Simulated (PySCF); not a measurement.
Electric field gradients and quadrupole coupling constants

C5H10F2O2.
SMILES with atom numbers: `[CH3:1][CH2:2][O:3][C:4]([F:5])([F:6])[CH2:7][O:8][CH3:9]` (hydrogens: H10, H11, H12 on C1; H13, H14 on C2; H15, H16 on C7; H17, H18, H19 on C9)

Cartesian coordinates in Å at the GFN2-xTB level; atoms count from 1:
```
atom  x, y, z in Å
C1    -2.8996   -0.4195    0.1956
C2    -1.5426   -1.0742   -0.0126
O3    -0.4667   -0.2844    0.5299
C4     0.1061    0.6098   -0.2686
F5     0.5917    0.0248   -1.4205
F6    -0.7869    1.5300   -0.7712
C7     1.2280    1.3871    0.4460
O8     2.0173    0.6141    1.2898
C9     2.7743   -0.3858    0.6381
H10   -3.6780   -1.1004   -0.1381
H11   -2.9767    0.5060   -0.3685
H12   -3.0465   -0.2015    1.2501
H13   -1.3567   -1.2635   -1.0740
H14   -1.4830   -2.0167    0.5360
H15    0.7485    2.1411    1.0740
H16    1.8212    1.8812   -0.3397
H17    2.1382   -1.1952    0.2691
H18    3.3423    0.0333   -0.1997
H19    3.4593   -0.7770    1.3870
```

Field gradients from the PBE0/pcSseg-1 density (PySCF, non-relativistic), principal values in atomic units, ordered |Vxx| ≤ |Vyy| ≤ |Vzz|:

```csv
atom,Vxx,Vyy,Vzz
O3,-0.2547,-1.6594,1.9141
O8,-0.0239,-2.0234,2.0473
```

Question: Find the asymmetry η = (Vxx − Vyy)/Vzz and the couplings χ = eQV/h (234.96 MHz × Q in barn × V in au), with Q(17O) = −0.0256 b.

Answer: 
```tsv
atom	environment	nucleus	η	χzz (MHz)	χxx (MHz)	χyy (MHz)
O3	ether oxygen	17O	0.73	-11.51	1.53	9.98
O8	ether oxygen	17O	0.98	-12.31	0.14	12.17
```

At O8 η is above 0.9: Vyy and Vzz are nearly equal in size and opposite in sign, so a small change could swap them and flip the sign of χzz. 

Question: What is Vzz at O8 in SI units (1 au = 9.71736 × 10²¹ V/m²)?

Answer: 2.0473 au = 19.895 × 10²¹ V/m².

Question: And the gradient at the other heavy atoms, for which no coupling is worked out here?

Answer: 
```csv
atom,environment,Vzz (au),η
C1,methyl carbon,0.083,0.49
C2,sp3 carbon bound to oxygen,0.500,0.14
C4,CF2 carbon,-0.484,0.40
F5,fluorine of a CF2 group,2.817,0.01
F6,fluorine of a CF2 group,2.826,0.02
C7,sp3 carbon bound to oxygen,0.300,0.66
C9,methoxy carbon,0.402,0.09
```

Question: What couplings would deuterons (Q(2H) = 0.00286 b) have in place of the hydrogens, at this geometry?

Answer: 
| atom | bonded to | bond length (Å) | Vzz (au) | η | χzz (kHz) |
| --- | --- | --- | --- | --- | --- |
| H10 | C1 | 1.087 | 0.3166 | 0.03 | 213 |
| H11 | C1 | 1.087 | 0.3112 | 0.02 | 209 |
| H12 | C1 | 1.087 | 0.3148 | 0.02 | 212 |
| H13 | C2 | 1.094 | 0.2860 | 0.09 | 192 |
| H14 | C2 | 1.092 | 0.2943 | 0.07 | 198 |
| H15 | C7 | 1.092 | 0.2932 | 0.05 | 197 |
| H16 | C7 | 1.102 | 0.2765 | 0.07 | 186 |
| H17 | C9 | 1.094 | 0.2930 | 0.08 | 197 |
| H18 | C9 | 1.095 | 0.2920 | 0.09 | 196 |
| H19 | C9 | 1.088 | 0.3074 | 0.07 | 207 |

Geometry: GFN2-xTB, one conformer, isolated molecule. GFN2-xTB bond lengths can be off by several hundredths of an ångström, more for odd bonds, and the gradients follow them. With so small a basis the couplings can be 20 % off.
